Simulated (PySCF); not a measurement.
**Static response to an electric field**

C₅H₁₀F₂O.
Cartesian coordinates in Å at the GFN2-xTB level; atoms count from 1:
```xyz
18
C5H10F2O angstrom
C     -2.7797    0.3226   -0.5473
C     -1.2740    0.5501   -0.5228
C     -0.6621    0.0348    0.7793
O      0.7448    0.2730    0.8595
C      1.5384   -0.6197    0.2035
F      1.5552   -1.8292    0.8970
C      2.9732   -0.0956    0.1414
F      3.1600    0.5976   -1.0215
H     -3.2028    0.7077   -1.4713
H     -3.2583    0.8282    0.2878
H     -3.0067   -0.7390   -0.4808
H     -0.8177    0.0410   -1.3744
H     -1.0524    1.6147   -0.6138
H     -1.0805    0.5768    1.6304
H     -0.8657   -1.0344    0.9093
H      1.1825   -0.8781   -0.8079
H      3.6777   -0.9321    0.1464
H      3.1593    0.5878    0.9736
```

Level: B3LYP/def2-SVPD (PySCF), static field, nuclei fixed, core orbitals frozen in the response. The polarisability tensor in these axes (au):

```
x   82.04 -2.87  1.21
y   -2.87 63.05 -1.77
z    1.21 -1.77 63.61
```

Q: Diagonalise the tensor; give its mean and Δα, where Δα² is half the sum of the squared differences of the eigenvalues.

A: Principal values 61.43, 64.69 and 82.58 au; mean 69.57 au = 10.31 Å³ = 11.47 × 10⁻⁴⁰ C²·m²/J; Δα = 19.72 au (28 % of the mean).

Q: What is the dipole moment, and where does it point?

A: (-1.58, 0.03, -0.14) D, 1.59 D in size, pointing from the negative to the positive side. Measured along this direction, the outermost atoms are H17 at the negative end and H9 and H10 at the positive end.

Q: Directions of the eigenvectors, and the extent of the frame along each?

A: Largest value along (0.99, -0.15, 0.08), where the nuclei span 7.15 Å; middle along (-0.15, -0.59, 0.79), 3.20 Å; least along (0.07, 0.79, 0.60), 2.46 Å. The response follows the extents in order.

Q: Find the Langevin capture rate constant for O2+ (31.990 u) meeting this molecule (124.070 u), k = 2.342 × 10⁻⁹ cm³/s × √(α in Å³ / reduced mass in u).

A: The reduced mass is 25.43 u, so k = 1.49 × 10⁻⁹ cm³/s. The formula leaves out the permanent dipole, which adds to the capture rate.

Q: Molar refractivity from α?

A: Lorentz–Lorenz: R = (4π/3)N_A α = 2.5225 cm³/(mol·Å³) × 10.31 Å³ = 26.0 cm³/mol, in the limit of long wavelengths.

Q: Refractivity n − 1 of an ideal gas of it at 298.15 K and 1 atm, from the electronic α?

A: N = p/kT = 2.4615 × 10¹⁹ cm⁻³, so n − 1 = 2π × N × 10.31 × 10⁻²⁴ cm³ = 1594 × 10⁻⁶ at long wavelengths, for an ideal gas.

Q: In a dilute gas of rigid molecules at 400 K, how does the orientational term μ²/3kT compare with the electronic polarisability?

A: In Gaussian units μ²/3kT = 15.23 Å³ against 10.31 Å³, a ratio of 1.48; the Debye molar polarisation (4π/3)N_A(α + μ²/3kT) is 64.4 cm³/mol, leaving out the vibrational part.

Geometry: GFN2-xTB, one conformer, isolated molecule.
